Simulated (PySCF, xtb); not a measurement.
BH6NO2Si, SMILES OB(O)N[SiH3].

Geometry optimised at TPSSh-D3(BJ)/def2-SVP. This is a generated structure with no PubChem entry under its InChIKey; it may be hypothetical. The values are those of a single conformer.

Method: PySCF with IEF-PCM-ωB97X/def2-SVP.

The values are the electrostatic part of the solvation free energy, E(continuum) − E(gas) at the gas-phase geometry, in a cavity of scaled van der Waals radii (PySCF's table); cavitation and dispersion terms are not included. In vacuum the orbital gap is 12.91 eV. The dipole moment in vacuum is 2.27 D.

```csv
solvent,ε,ΔG(elec) (kcal/mol),dipole (D),gap (eV)
water,78.36,-7.7,2.94,13.06
chloroform,4.71,___,___,___
acetone,20.49,-7.3,2.89,13.06
```

**Question.** Fill in the missing entries. (An estimate is asked for; the answer gives what the named calculation found.)

**Answer.** 
- chloroform, ΔG(elec) (kcal/mol): -5.3
- chloroform, dipole (D): 2.71
- chloroform, gap (eV): 13.04

For comparison, GFN2-xTB/ALPB(water) (xtb, at the GFN2-xTB geometry, all terms of that model) gives -7.8 kcal/mol.
